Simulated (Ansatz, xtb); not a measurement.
Pulling on the Ge1–H3 bond in FGeH3 (SMILES [F][GeH3]) (multiplicity 1 held, fragments rigid). Energies count from the point at 1.534 Å.
Geometry at that point (charge 0, multiplicity 1):
```xyz
5

Ge    -0.30049     0.12261    -0.05790
F      1.29809    -0.52968     0.25011
H     -0.94244    -0.79835    -1.10390
H     -0.08538     1.54898    -0.58097
H     -1.03937     0.09288     1.28657
```

Restricted levels (R-, RO-) in cc, def2 and unpolarised 6-31G sets keep to the state of the molecule at rest. Unrestricted levels (U-) break spin symmetry where that is lower. Active spaces are followed from a long bond inwards. Levels need not reach the same state.

Frozen-core correlation. Filled d and f shells under p-block atoms count as core.

Programs: Ansatz (Gaussian orbitals); xtb for the GFN methods. Each number belongs to the level named beside it. The GFN methods have no spin term and hold the electronic entropy of 300 K.

Energies in kJ/mol.

```tsv
R (Å)	GFN2-xTB	U-MP2/cc-pVDZ	R-SCS-MP2/cc-pVDZ	U-SCS-MP2/cc-pVDZ	FIC-MRCISD+Q on CASSCF(2,2)/cc-pVDZ
1.228	109	132	132	132	132
1.381	12	26	26	___	26
1.534	0	0	0	0	0
1.688	16	17	17	17	15
1.841	43	56	55	55	51
2.071	90	130	128	128	119
2.302	140	228	204	232	186
2.685	219	312	314	321	273
3.069	282	338	395	348	324
3.529	336	348	453	___	352
4.143	376	351	474	361	362
4.910	394	351	432	361	364
```

Q: Some entries are withheld; supply them.

A: 
- 3.529, U-SCS-MP2/cc-pVDZ: 358
- 1.381, U-SCS-MP2/cc-pVDZ: 26

Doubts at one or more of the structures used: a spin-contaminated determinant (U-MP2/cc-pVDZ, U-SCS-MP2/cc-pVDZ); a restricted determinant that unrestricted orbitals would lower (R-SCS-MP2/cc-pVDZ).

Ansatz is a quantum-chemistry and plane-wave program.
